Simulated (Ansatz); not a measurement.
CH$_{5}$ClOSi$_{2}$, SMILES `Cl[SiH2][SiH]1CO1`, relaxed with RKS PBE-D4/def2-SVP in the Gaussian-basis code of Ansatz from a rough embedded geometry. The force threshold is 0.03 eV/Å; the program also tests the step.

Total charge 0; spin multiplicity 1.

Start:

```xyz
10

Cl   -0.354   -0.258    3.128
Si    0.689    0.432    1.509
Si   -0.646    0.448   -0.288
C    -0.318   -0.853   -1.694
O     0.190    0.481   -1.740
H     1.221    1.800    1.832
H     1.855   -0.504    1.339
H    -1.864    1.242   -0.470
H     0.384   -1.670   -1.375
H    -1.158   -1.118   -2.241
```

```tsv
step	energy (eV)	largest force (eV/Å)	largest move (Å)
1	-31415.3540	3.522	0.000
2	-31415.7459	0.987	0.138
3	-31415.8127	0.400	0.067
4	-31415.8194	0.184	0.031
5	-31415.8205	0.044	0.015
6	-31415.8213	0.038	0.028
7	-31415.8219	0.016	0.032
```

End:

```xyz
10

Cl   -0.433   -0.164    3.184
Si    0.724    0.452    1.554
Si   -0.645    0.417   -0.334
C    -0.345   -0.863   -1.632
O     0.244    0.456   -1.817
H     1.278    1.816    1.854
H     1.858   -0.513    1.347
H    -1.928    1.195   -0.315
H     0.389   -1.680   -1.479
H    -1.142   -1.114   -2.361
```

Run time 9.1 s (4 threads of an Arm Neoverse V2 on a shared host); peak host memory 0.16 GiB.
